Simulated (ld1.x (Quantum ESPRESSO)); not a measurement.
**What one change does to a pseudopotential (palladium (Pd), ultrasoft)**

ld1.x (Quantum ESPRESSO) 7.5 input, shortened:

```
&input
   title='Pd', zed=46., rel=2, dft='PBESOL', iswitch=3,
   config='[Kr] 4d10 4f-2 5s0 5p-2', rel_dist='average'
 /
 &inputp
   pseudotype=3, tm=.true., lloc=-1, rcloc=2.15,
   nlcc=.true., new_core_ps=.true.,
   which_augfun='PSQ', rmatch_augfun=1.25
 /
8
5S  1  0   0.00   0.00  2.75  3.15  0.0
5S  1  0   0.00   0.25  2.75  3.15  0.0
5P  2  1  -2.00   0.30  1.80  2.45  0.0
5P  2  1  -2.00   2.10  1.80  2.45  0.0
4D  3  2  10.00   0.00  1.25  1.50  0.0
4D  3  2   0.00   1.40  1.25  1.50  0.0
4F  4  3  -2.00   0.05  2.45  2.65  0.0
4F  4  3  -2.00   2.50  2.45  2.65  0.0
 &test
   configts(1)='4d10 5s0'
 /
```

Open shells are filled in proportion to 2j + 1 (rel_dist='average').

All-electron outer shells of the reference configuration (PBEsol, scalar-relativistic, ld1.x):

| shell | level (eV) | outermost node (bohr) | outermost maximum (bohr) |
| --- | --- | --- | --- |
| 4p | -51.14 | 0.46 | 0.91 |
| 4d | -4.05 | 0.45 | 1.10 |
| 5s | -3.30 | 1.15 | 2.67 |

Change: functional PBE; reference 4d10 5s0 5p0; wave 5p channel at 0.3 Ry: rcut 1.80, rcutus 2.45 bohr becomes 5p (bound): rcut 1.80, rcutus 2.45 bohr.

Cutoffs: the cutoffs (Ry, on a coarse ladder) from which the occupation-weighted sum of valence levels, in a spherical-Bessel basis at the reference potential, stays within 10 and 1 mRy of its value at 400 Ry; they do not see the model core or the augmentation charge, which bear on the density cutoff. Errors are all-electron minus pseudo energies relative to the spin-unpolarised reference configuration.

Task: What does the change do?

Result: The potential gets neither clearly harder nor softer (50 Ry and 90 Ry → 50 Ry and 90 Ry); the range in which the p3/2 phases agree narrows (upper end 3.1 → 1.7); neither file shows a bound ghost at the reference potential, the only one tested.

```csv
quantity,base,changed
"cutoff, loose",50 Ry,50 Ry
"cutoff, tight",90 Ry,90 Ry
bound ghosts,none,none
"largest error over its own tests, meV",-1386,-1396
s: phases at 3.41 bohr within 0.05 rad from the reference energy up to (Ry; the scan ends near 5),1.2,1.2
p1/2: phases at 3.41 bohr within 0.05 rad from the reference energy up to (Ry; the scan ends near 5),3.0,2.9
p3/2: phases at 3.41 bohr within 0.05 rad from the reference energy up to (Ry; the scan ends near 5),3.1,1.7
d3/2: phases at 3.41 bohr within 0.05 rad from the reference energy up to (Ry; the scan ends near 5),to the end of the scan,to the end of the scan
d5/2: phases at 3.41 bohr within 0.05 rad from the reference energy up to (Ry; the scan ends near 5),to the end of the scan,to the end of the scan
f5/2: phases at 3.41 bohr within 0.05 rad from the reference energy up to (Ry; the scan ends near 5),3.6,3.6
f7/2: phases at 3.41 bohr within 0.05 rad from the reference energy up to (Ry; the scan ends near 5),3.6,3.6
lowest overlap eigenvalue by channel,"s 0.28, p1/2 0.57, p3/2 0.60, d3/2 0.98, d5/2 0.98, f5/2 0.97, f7/2 0.97","s 0.28, p1/2 0.58, p3/2 0.61, d3/2 0.98, d5/2 0.98, f5/2 0.97, f7/2 0.97"
```

Base: These tests converged, but a pseudo level misses the all-electron one widely, so the file describes the atom poorly there or has found another state: 4d6 5s0: empty 5s by 10.5 eV. Changed file: These tests converged, but a pseudo level misses the all-electron one widely, so the file describes the atom poorly there or has found another state: 4d6 5s0 5p0: empty 5s by 10.3 eV.
